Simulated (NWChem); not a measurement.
System: HfO₂; SMILES [O]=[Hf]=[O]

Parts of the log:

```
             Northwest Computational Chemistry Package (NWChem) 7.3.0
             --------------------------------------------------------

 C2V symmetry detected

                             Geometry "geometry" -> ""
                             -------------------------

 Output coordinates in angstroms (scale by  1.889725989 to convert to a.u.)

  No.       Tag          Charge          X              Y              Z
 ---- ---------------- ---------- -------------- -------------- --------------
    1 Hf                  72.0000     0.00000000     0.00000000     0.19229273
    2 O                    8.0000     1.43032300     0.00000000    -0.86531727
    3 O                    8.0000    -1.43032300     0.00000000    -0.86531727

 Effective nuclear repulsion energy (a.u.)     354.5362169033

      Symmetry information
      --------------------

 Group name             C2v
 Group number             16
 Group order               4
 No. of unique centers     2

                                 NWChem DFT Module
                                 -----------------

 Summary of "ao basis" -> "ao basis" (spherical)
 ------------------------------------------------------------------------------
       Tag                 Description            Shells   Functions and Types
 ---------------- ------------------------------  ------  ---------------------
 Hf                         def2-svp                12       32   6s3p2d1f
 O                          def2-svp                 6       14   3s2p1d

      Symmetry analysis of basis
      --------------------------

        a1         25
        a2          7
        b1         17
        b2         11

            General Information
            -------------------
          SCF calculation type: DFT
          Wavefunction type:  closed shell.
          No. of atoms     :     3
          No. of electrons :    28
           Alpha electrons :    14
            Beta electrons :    14
          Charge           :     0
          Spin multiplicity:     1
          Use of symmetry is: on ; symmetry adaption is: on
          Maximum number of iterations: 150
          AO basis - number of functions:    60
                     number of shells:    24
          Convergence on energy requested:  1.00D-06
          Convergence on density requested:  1.00D-05
          Convergence on gradient requested:  5.00D-04

              XC Information
              --------------
                     Hartree-Fock (Exact) Exchange  1.000
                   CAM-Becke88 Exchange Functional  1.000
                      VWN V Correlation Functional  0.190 local
              Lee-Yang-Parr Correlation Functional  0.810

           Range-Separation Parameters
           ---------------------------
           Alpha           :  0.19
           Beta            :  0.46
           Gamma           :  0.33
           Short-Range HF  :     F

             Grid Information
             ----------------
          Grid used for XC integration:  medium
          Radial quadrature: Mura-Knowles
          Angular quadrature: Lebedev.
          Tag              B.-S. Rad. Rad. Pts. Rad. Cut. Ang. Pts.
          ---              ---------- --------- --------- ---------
          Hf                  1.55      123           9.0       590
          O                   0.60       49           7.0       434
          Grid pruning is: on
          Number of quadrature shells:   172
          Spatial weights used:  Erf1

      Superposition of Atomic Density Guess
      -------------------------------------

 Sum of atomic energies:        -201.32054803

      Non-variational initial energy
      ------------------------------

 Total energy =    -196.357662
 1-e energy   =    -421.146745
 2-e energy   =     155.833835
 HOMO         =      -0.449587
 LUMO         =      -0.143954

      Symmetry analysis of molecular orbitals - initial
      -------------------------------------------------

  Numbering of irreducible representations:

     1 a1          2 a2          3 b1          4 b2

  Orbital symmetries:

     1 a1          2 b1          3 a1          4 b1          5 a1
     6 b2          7 a1          8 b1          9 a1         10 a2
    11 b1         12 b2         13 a1         14 b1         15 a1
    16 b2         17 a1         18 b1         19 b2         20 a2
    21 a1         22 a1         23 b1         24 a1

   convergence    iter        energy       DeltaE   RMS-Dens  Diis-err
 ---------------- ----- ----------------- --------- --------- ---------
 d= 0,ls=0.0,diis     1   -197.7211207714 -2.67D+02  8.98D-02  3.79D+00
 d= 0,ls=0.0,diis     2   -188.8009702927  8.92D+00  7.62D-02  6.86D+01
 d= 0,ls=0.0,diis     3   -198.2440643488 -9.44D+00  3.88D-03  1.24D-01
 d= 0,ls=0.0,diis     4   -198.2534293255 -9.36D-03  1.32D-03  1.52D-02
 d= 0,ls=0.0,diis     5   -198.2548642043 -1.43D-03  6.79D-04  4.44D-03
  Resetting Diis
 d= 0,ls=0.0,diis     6   -198.2553099710 -4.46D-04  3.66D-04  2.55D-04
 d= 0,ls=0.0,diis     7   -198.2553486368 -3.87D-05  8.11D-05  2.68D-06
 d= 0,ls=0.0,diis     8   -198.2553501233 -1.49D-06  3.38D-05  6.14D-06
 d= 0,ls=0.0,diis     9   -198.2553509358 -8.12D-07  7.75D-05  5.44D-07
 d= 0,ls=0.0,diis    10   -198.2553515806 -6.45D-07  1.33D-05  1.64D-08
 d= 0,ls=0.0,diis    11   -198.2553515968 -1.62D-08  9.74D-07  1.02D-09

         Total DFT energy =     -198.255351596763
      One electron energy =     -425.466896890737
           Coulomb energy =      181.324329783143
    Exchange-Corr. energy =      -23.068032733761
 Nuclear repulsion energy =       68.955248244592

 Numeric. integr. density =       28.000001243950

                  Occupations of the irreducible representations
                  ----------------------------------------------

                     irrep           alpha         beta
                     --------     --------     --------
                     a1                6.0          6.0
                     a2                1.0          1.0
                     b1                5.0          5.0
                     b2                2.0          2.0

                       DFT Final Molecular Orbital Analysis
                       ------------------------------------

 Vector   12  Occ=2.000000D+00  E=-3.394507D-01  Symmetry=b2
              MO Center=  1.0D-13,  1.1D-13, -7.2D-01, r^2= 2.6D+00
   Bfn.  Coefficient  Atom+Function         Bfn.  Coefficient  Atom+Function
  ----- ------------  ---------------      ----- ------------  ---------------
    37      0.389594  2 O  py                51      0.389594  3 O  py
    17     -0.307194  1 Hf d -1              40      0.275142  2 O  py
    54      0.275142  3 O  py                 8     -0.146055  1 Hf py
    14      0.111192  1 Hf py                22     -0.079075  1 Hf d -1
    11      0.047664  1 Hf py                26      0.043720  1 Hf f -3

 Vector   13  Occ=2.000000D+00  E=-3.307993D-01  Symmetry=a1
              MO Center= -2.6D-13, -7.3D-14, -6.5D-01, r^2= 3.0D+00
   Bfn.  Coefficient  Atom+Function         Bfn.  Coefficient  Atom+Function
  ----- ------------  ---------------      ----- ------------  ---------------
    36     -0.398606  2 O  px                50      0.398606  3 O  px
     5      0.388754  1 Hf s                  3     -0.325412  1 Hf s
    39     -0.249536  2 O  px                53      0.249536  3 O  px
    18      0.218735  1 Hf d  0              20      0.201651  1 Hf d  2
     2      0.186046  1 Hf s                  9      0.132565  1 Hf pz

 Vector   14  Occ=2.000000D+00  E=-2.933848D-01  Symmetry=b1
              MO Center= -2.6D-14,  8.9D-16, -8.3D-01, r^2= 2.7D+00
   Bfn.  Coefficient  Atom+Function         Bfn.  Coefficient  Atom+Function
  ----- ------------  ---------------      ----- ------------  ---------------
    38      0.436264  2 O  pz                52     -0.436264  3 O  pz
    41      0.320566  2 O  pz                55     -0.320566  3 O  pz
     7     -0.191961  1 Hf px                36      0.099709  2 O  px
    50      0.099709  3 O  px                24     -0.098491  1 Hf d  1
    19      0.079418  1 Hf d  1              39      0.079438  2 O  px

 Vector   15  Occ=0.000000D+00  E=-9.741880D-02  Symmetry=a1
              MO Center=  2.9D-14,  4.1D-13,  1.0D+00, r^2= 4.6D+00
   Bfn.  Coefficient  Atom+Function         Bfn.  Coefficient  Atom+Function
  ----- ------------  ---------------      ----- ------------  ---------------
     6      0.641002  1 Hf s                  5      0.420220  1 Hf s
    15      0.334882  1 Hf pz                20     -0.310255  1 Hf d  2
     3     -0.295871  1 Hf s                  4     -0.188084  1 Hf s
     2      0.183913  1 Hf s                  9     -0.175632  1 Hf pz
    35     -0.106098  2 O  s                 49     -0.106098  3 O  s

 Vector   16  Occ=0.000000D+00  E=-2.906002D-02  Symmetry=b2
              MO Center= -2.9D-14, -4.7D-13,  8.6D-01, r^2= 6.4D+00
   Bfn.  Coefficient  Atom+Function         Bfn.  Coefficient  Atom+Function
  ----- ------------  ---------------      ----- ------------  ---------------
    14      0.712980  1 Hf py                17      0.460315  1 Hf d -1
    22      0.320431  1 Hf d -1               8     -0.203588  1 Hf py
    40      0.073005  2 O  py                54      0.073005  3 O  py
    11      0.072019  1 Hf py                37      0.055839  2 O  py
    51      0.055839  3 O  py

 Vector   17  Occ=0.000000D+00  E=-1.997382D-02  Symmetry=a1
              MO Center= -2.1D-14, -1.8D-14,  8.7D-01, r^2= 5.0D+00
   Bfn.  Coefficient  Atom+Function         Bfn.  Coefficient  Atom+Function
  ----- ------------  ---------------      ----- ------------  ---------------
    15      0.537033  1 Hf pz                18      0.419064  1 Hf d  0
     5     -0.384338  1 Hf s                 20      0.324662  1 Hf d  2
    23      0.310447  1 Hf d  0               6      0.285932  1 Hf s
    25      0.253269  1 Hf d  2               9     -0.184126  1 Hf pz
     3      0.162835  1 Hf s                 39      0.115695  2 O  px

     Multipole analysis of the density
     ---------------------------------

     L   x y z        total         alpha         beta         nuclear
     -   - - -        -----         -----         ----         -------
     0   0 0 0     -0.000000    -14.000000    -14.000000     28.000000

     1   1 0 0     -0.000000     -0.000000     -0.000000      0.000000
     1   0 1 0     -0.000000     -0.000000     -0.000000      0.000000
     1   0 0 1      3.212780     12.507807     12.507807    -21.802834

     2   2 0 0    -32.887204    -74.889751    -74.889751    116.892299
     2   1 1 0     -0.000000     -0.000000     -0.000000      0.000000
     2   1 0 1     -0.000000     -0.000000     -0.000000      0.000000
     2   0 2 0    -19.734489     -9.867245     -9.867245      0.000000
     2   0 1 1      0.000000      0.000000      0.000000      0.000000
     2   0 0 2    -24.543636    -34.455451    -34.455451     44.367266

                                 NWChem DFT Module
                                 -----------------

      Symmetry analysis of basis
      --------------------------

        a1         25
        a2          7
        b1         17
        b2         11

            General Information
            -------------------
          SCF calculation type: DFT
          Wavefunction type:  spin polarized.
          No. of atoms     :     3
          No. of electrons :    27
           Alpha electrons :    14
            Beta electrons :    13
          Charge           :     1
          Spin multiplicity:     2
          Use of symmetry is: on ; symmetry adaption is: on
          Maximum number of iterations: 150
          This is a Direct SCF calculation.
          AO basis - number of functions:    60
                     number of shells:    24
          Convergence on energy requested:  1.00D-06
          Convergence on density requested:  1.00D-05
          Convergence on gradient requested:  5.00D-04

              XC Information
              --------------
                     Hartree-Fock (Exact) Exchange  1.000
                   CAM-Becke88 Exchange Functional  1.000
                      VWN V Correlation Functional  0.190 local
              Lee-Yang-Parr Correlation Functional  0.810

           Range-Separation Parameters
           ---------------------------
           Alpha           :  0.19
           Beta            :  0.46
           Gamma           :  0.33
           Short-Range HF  :     F

             Grid Information
             ----------------
          Grid used for XC integration:  medium
          Radial quadrature: Mura-Knowles
          Angular quadrature: Lebedev.
          Tag              B.-S. Rad. Rad. Pts. Rad. Cut. Ang. Pts.
          ---              ---------- --------- --------- ---------
          Hf                  1.55      123           9.0       590
          O                   0.60       49           7.0       434
          Grid pruning is: on
          Number of quadrature shells:   172
          Spatial weights used:  Erf1

      Superposition of Atomic Density Guess
      -------------------------------------

 Sum of atomic energies:        -201.32054803

 Renormalizing density from      28.00 to     27

      Non-variational initial energy
      ------------------------------

 Total energy =    -192.248928
 1-e energy   =    -406.105790
 2-e energy   =     144.901614
 HOMO         =      -0.838491
 LUMO         =      -0.398131

   Symmetry analysis of molecular orbitals - initial alpha
   -------------------------------------------------------

  Numbering of irreducible representations:

     1 a1          2 a2          3 b1          4 b2

  Orbital symmetries:

     1 a1          2 b1          3 a1          4 b1          5 a1
     6 b2          7 a1          8 b1          9 a1         10 a2
    11 b1         12 b2         13 a1         14 b1         15 a1
    16 b2         17 a1         18 a2         19 b1         20 a1
    21 b2         22 a1         23 b1         24 a1

   Symmetry analysis of molecular orbitals - initial beta
   ------------------------------------------------------

  Numbering of irreducible representations:

     1 a1          2 a2          3 b1          4 b2

  Orbital symmetries:

     1 a1          2 b1          3 a1          4 b1          5 a1
     6 b2          7 a1          8 b1          9 a1         10 a2
    11 b1         12 b2         13 a1         14 b1         15 a1
    16 b2         17 a1         18 a2         19 b1         20 a1
    21 b2         22 a1         23 b1         24 a1

[...]
```

Level: CAM-B3LYP/def2-SVP with def2 effective core potentials on Hf, vertical spin-unrestricted ions. Coordinates come from a PBE0/def2-SVP optimisation. Not confirmed as a minimum by frequencies. def2 effective core potentials on Hf; no spin-orbit coupling.

Task: Which NWChem input produces such a log?

Result: This is not unique; one that fits is the input that was run:
```
start job
memory heap 200 mb stack 900 mb global 1100 mb
geometry units angstroms noautoz
  Hf     0.000000     0.000000     0.225196
  O      1.430323     0.000000    -0.832414
  O     -1.430323     0.000000    -0.832414
end
basis spherical
  * library def2-svp
end
ecp
  Hf library def2-ecp
end
dft
  xc xcamb88 1.00 lyp 0.81 vwn_5 0.19 hfexch 1.00
  cam 0.33 cam_alpha 0.19 cam_beta 0.46
  iterations 150
  vectors input atomic output neutral.movecs
end
task dft energy
charge 1
dft
  odft
  mult 2
  vectors input atomic output cation.movecs
end
task dft energy
```
